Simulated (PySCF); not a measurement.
Si(Me)3(vinyl) (C₅H₁₂Si), SMILES C=C[Si](C)(C)C.

The structure is a stationary point at PBE-D3(BJ)/def2-SVP. The geometry has at least one imaginary mode, so it is a saddle point at that level. The isomer is the one that the SMILES or the coordinates give; other isomers of the formula were not compared. Other conformers were not sampled.

Level of theory: PySCF with PBE-D3(BJ)/def2-SVP.

Frequencies are harmonic and unscaled.

Computed vibrational spectrum:
```json
[
 {"mode": "1", "ν (cm⁻¹)": "69i", "IR (km/mol)": "0.0", "moving atoms (share of kinetic energy)": "C 53 %, H 46 %"},
 {"mode": "2", "ν (cm⁻¹)": "136", "IR (km/mol)": "0.3", "moving atoms (share of kinetic energy)": "C 60 %, H 35 %"},
 {"mode": "3", "ν (cm⁻¹)": "150", "IR (km/mol)": "0.0", "moving atoms (share of kinetic energy)": "H 99 %"},
 {"mode": "4", "ν (cm⁻¹)": "162", "IR (km/mol)": "0.0", "moving atoms (share of kinetic energy)": "H 95 %"},
 {"mode": "5", "ν (cm⁻¹)": "169", "IR (km/mol)": "0.0", "moving atoms (share of kinetic energy)": "H 95 %"},
 {"mode": "6", "ν (cm⁻¹)": "171", "IR (km/mol)": "0.0", "moving atoms (share of kinetic energy)": "C 53 %, H 46 %"},
 {"mode": "7", "ν (cm⁻¹)": "194", "IR (km/mol)": "0.6", "moving atoms (share of kinetic energy)": "C 54 %, H 39 %"},
 {"mode": "8", "ν (cm⁻¹)": "208", "IR (km/mol)": "1.0", "moving atoms (share of kinetic energy)": "H 42 %, C 38 %, Si 20 %"},
 {"mode": "9", "ν (cm⁻¹)": "216", "IR (km/mol)": "1.8", "moving atoms (share of kinetic energy)": "C 43 %, H 38 %, Si 18 %"},
 {"mode": "10", "ν (cm⁻¹)": "337", "IR (km/mol)": "6.0", "moving atoms (share of kinetic energy)": "C 55 %, H 28 %, Si 16 %"},
 {"mode": "11", "ν (cm⁻¹)": "492", "IR (km/mol)": "13.8", "moving atoms (share of kinetic energy)": "H 58 %, C 42 %"},
 {"mode": "12", "ν (cm⁻¹)": "566", "IR (km/mol)": "0.1", "moving atoms (share of kinetic energy)": "C 76 %, H 24 %"},
 {"mode": "13", "ν (cm⁻¹)": "650", "IR (km/mol)": "0.0", "moving atoms (share of kinetic energy)": "H 85 %, C 15 %"},
 {"mode": "14", "ν (cm⁻¹)": "657", "IR (km/mol)": "13.2", "moving atoms (share of kinetic energy)": "C 45 %, H 33 %, Si 22 %"},
 {"mode": "15", "ν (cm⁻¹)": "671", "IR (km/mol)": "4.5", "moving atoms (share of kinetic energy)": "H 44 %, C 41 %, Si 15 %"},
 {"mode": "16", "ν (cm⁻¹)": "676", "IR (km/mol)": "4.4", "moving atoms (share of kinetic energy)": "H 44 %, C 41 %, Si 15 %"},
 {"mode": "17", "ν (cm⁻¹)": "739", "IR (km/mol)": "23.8", "moving atoms (share of kinetic energy)": "H 60 %, C 26 %, Si 14 %"},
 {"mode": "18", "ν (cm⁻¹)": "741", "IR (km/mol)": "26.0", "moving atoms (share of kinetic energy)": "H 63 %, C 26 %, Si 12 %"},
 {"mode": "19", "ν (cm⁻¹)": "827", "IR (km/mol)": "94.0", "moving atoms (share of kinetic energy)": "H 57 %, C 23 %, Si 20 %"},
 {"mode": "20", "ν (cm⁻¹)": "827", "IR (km/mol)": "76.2", "moving atoms (share of kinetic energy)": "H 59 %, C 23 %, Si 19 %"},
 {"mode": "21", "ν (cm⁻¹)": "843", "IR (km/mol)": "153.0", "moving atoms (share of kinetic energy)": "H 56 %, Si 22 %, C 22 %"},
 {"mode": "22", "ν (cm⁻¹)": "930", "IR (km/mol)": "27.0", "moving atoms (share of kinetic energy)": "H 72 %, C 28 %"},
 {"mode": "23", "ν (cm⁻¹)": "977", "IR (km/mol)": "10.7", "moving atoms (share of kinetic energy)": "H 82 %, C 16 %"},
 {"mode": "24", "ν (cm⁻¹)": "1006", "IR (km/mol)": "12.5", "moving atoms (share of kinetic energy)": "H 93 %"},
 {"mode": "25", "ν (cm⁻¹)": "1209", "IR (km/mol)": "26.5", "moving atoms (share of kinetic energy)": "H 78 %, C 22 %"},
 {"mode": "26", "ν (cm⁻¹)": "1211", "IR (km/mol)": "31.3", "moving atoms (share of kinetic energy)": "H 78 %, C 22 %"},
 {"mode": "27", "ν (cm⁻¹)": "1219", "IR (km/mol)": "7.4", "moving atoms (share of kinetic energy)": "H 79 %, C 21 %"},
 {"mode": "28", "ν (cm⁻¹)": "1233", "IR (km/mol)": "0.2", "moving atoms (share of kinetic energy)": "H 73 %, C 26 %"},
 {"mode": "29", "ν (cm⁻¹)": "1373", "IR (km/mol)": "8.7", "moving atoms (share of kinetic energy)": "H 85 %, C 15 %"},
 {"mode": "30", "ν (cm⁻¹)": "1374", "IR (km/mol)": "0.0", "moving atoms (share of kinetic energy)": "H 95 %"},
 {"mode": "31", "ν (cm⁻¹)": "1377", "IR (km/mol)": "0.2", "moving atoms (share of kinetic energy)": "H 96 %"},
 {"mode": "32", "ν (cm⁻¹)": "1379", "IR (km/mol)": "0.9", "moving atoms (share of kinetic energy)": "H 95 %"},
 {"mode": "33", "ν (cm⁻¹)": "1388", "IR (km/mol)": "8.1", "moving atoms (share of kinetic energy)": "H 95 %"},
 {"mode": "34", "ν (cm⁻¹)": "1389", "IR (km/mol)": "3.5", "moving atoms (share of kinetic energy)": "H 96 %"},
 {"mode": "35", "ν (cm⁻¹)": "1395", "IR (km/mol)": "5.1", "moving atoms (share of kinetic energy)": "H 96 %"},
 {"mode": "36", "ν (cm⁻¹)": "1620", "IR (km/mol)": "6.3", "moving atoms (share of kinetic energy)": "C 86 %, H 14 %"},
 {"mode": "37", "ν (cm⁻¹)": "2969", "IR (km/mol)": "6.0", "moving atoms (share of kinetic energy)": "H 97 %"},
 {"mode": "38", "ν (cm⁻¹)": "2969", "IR (km/mol)": "6.7", "moving atoms (share of kinetic energy)": "H 97 %"},
 {"mode": "39", "ν (cm⁻¹)": "2970", "IR (km/mol)": "3.4", "moving atoms (share of kinetic energy)": "H 97 %"},
 {"mode": "40", "ν (cm⁻¹)": "3035", "IR (km/mol)": "19.8", "moving atoms (share of kinetic energy)": "H 95 %"},
 {"mode": "41", "ν (cm⁻¹)": "3050", "IR (km/mol)": "6.0", "moving atoms (share of kinetic energy)": "H 92 %, C 8 %"},
 {"mode": "42", "ν (cm⁻¹)": "3067", "IR (km/mol)": "0.3", "moving atoms (share of kinetic energy)": "H 91 %, C 9 %"},
 {"mode": "43", "ν (cm⁻¹)": "3068", "IR (km/mol)": "5.8", "moving atoms (share of kinetic energy)": "H 91 %, C 9 %"},
 {"mode": "44", "ν (cm⁻¹)": "3068", "IR (km/mol)": "9.0", "moving atoms (share of kinetic energy)": "H 91 %, C 9 %"},
 {"mode": "45", "ν (cm⁻¹)": "3069", "IR (km/mol)": "11.4", "moving atoms (share of kinetic energy)": "H 91 %, C 9 %"},
 {"mode": "46", "ν (cm⁻¹)": "3072", "IR (km/mol)": "9.4", "moving atoms (share of kinetic energy)": "H 91 %, C 9 %"},
 {"mode": "47", "ν (cm⁻¹)": "3072", "IR (km/mol)": "5.6", "moving atoms (share of kinetic energy)": "H 91 %, C 9 %"},
 {"mode": "48", "ν (cm⁻¹)": "3124", "IR (km/mol)": "16.7", "moving atoms (share of kinetic energy)": "H 89 %, C 11 %"}
]
```
